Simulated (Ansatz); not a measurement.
Reaction (atomization): `CCCCCCCCCl` → 8 C• + Cl• + 17 H•

Isolated molecules relaxed with PBE0-D4/def2-TZVP in Ansatz; ΔE leaves out vibrations. CCSD(T)/CBS is the MP2 limit (def2-TZVPP, def2-QZVPP) plus CCSD(T) − MP2 in def2-TZVPP, frozen cores. This one scheme is used for every species, atoms too. For atomizations the MP2-based limit and the directly extrapolated one differ by several kJ/mol either way, and by 10 to 25 for some Ge, Se and Sn compounds, so smaller differences from it don't rank the levels. DFT in def2-TZVPP. B3LYP here is the variant with VWN-RPA as its local correlation; programs differ in this. HSE06 is defined as in plane-wave codes. Open shells (•) are unrestricted, without spin–orbit coupling. Spin–orbit coupling would lower the free atoms: a little for C, Cl. Each species was taken in one conformer, which may not be the lowest.

`CCCCCCCCCl`:

Cartesian coordinates in Å:
```
C -3.591 2.175 0.874
C -2.175 1.664 1.073
C -1.801 0.555 0.103
C -0.386 0.037 0.293
C -0.022 -1.069 -0.685
C 1.359 -1.676 -0.467
C 2.503 -0.698 -0.697
C 3.843 -1.379 -0.557
Cl 5.195 -0.240 -0.813
H -4.322 1.373 1.010
H -3.835 2.970 1.582
H -3.727 2.575 -0.135
H -2.055 1.300 2.100
H -1.465 2.493 0.962
H -1.919 0.919 -0.925
H -2.510 -0.275 0.211
H -0.270 -0.336 1.319
H 0.315 0.873 0.194
H -0.771 -1.866 -0.611
H -0.090 -0.684 -1.710
H 1.481 -2.532 -1.140
H 1.421 -2.076 0.552
H 2.424 -0.261 -1.698
H 2.452 0.131 0.013
H 3.967 -2.176 -1.290
H 3.977 -1.798 0.441
```

```json
{"level": "LDA (SPW92)", "ΔE (eV)": "120.89", "difference from CCSD(T)/CBS": "14.30"}
{"level": "PBE-D4", "ΔE (eV)": "108.55", "difference from CCSD(T)/CBS": "1.96"}
{"level": "B97M-V", "ΔE (eV)": "106.80", "difference from CCSD(T)/CBS": "0.21"}
{"level": "B3LYP-D4", "ΔE (eV)": "106.56", "difference from CCSD(T)/CBS": "-0.03"}
{"level": "HSE06-D4", "ΔE (eV)": "107.55", "difference from CCSD(T)/CBS": "0.96"}
{"level": "CAM-B3LYP-D4", "ΔE (eV)": "107.03", "difference from CCSD(T)/CBS": "0.44"}
{"level": "ωB97X-V", "ΔE (eV)": "106.77", "difference from CCSD(T)/CBS": "0.18"}
{"level": "ωB97M-V", "ΔE (eV)": "106.90", "difference from CCSD(T)/CBS": "0.31"}
{"level": "B2PLYP", "ΔE (eV)": "105.52", "difference from CCSD(T)/CBS": "-1.07"}
{"level": "PBE", "ΔE (eV)": "107.98", "difference from CCSD(T)/CBS": "1.39"}
{"level": "r2SCANh", "ΔE (eV)": "106.35", "difference from CCSD(T)/CBS": "-0.24"}
{"level": "BHLYP", "ΔE (eV)": "103.77", "difference from CCSD(T)/CBS": "-2.82"}
{"level": "CCSD(T)/def2-SVP", "ΔE (eV)": "102.71", "difference from CCSD(T)/CBS": "-3.88"}
{"level": "MP2/def2-TZVPP", "ΔE (eV)": "105.44", "difference from CCSD(T)/CBS": "-1.15"}
{"level": "HF/CBS(def2)", "ΔE (eV)": "80.91", "difference from CCSD(T)/CBS": "-25.68"}
{"level": "MP2/CBS(def2)", "ΔE (eV)": "107.65", "difference from CCSD(T)/CBS": "1.06"}
{"level": "CCSD(T)/CBS", "ΔE (eV)": "106.59", "difference from CCSD(T)/CBS": "0"}
```

Largest T1 diagnostic among the species: 0.009.

From BLYP to BHLYP (50 % exact exchange), in def2-TZVPP and without D4, ΔE moves by −0.82 eV: exact exchange takes away binding that semilocal exchange gives to molecules. The D4 term adds +0.89 eV with B3LYP and +0.48 eV with PBE0; it sums over pairs of atoms, weighted by their polarisabilities, and B3LYP, whose exchange is more repulsive, gets the larger term.
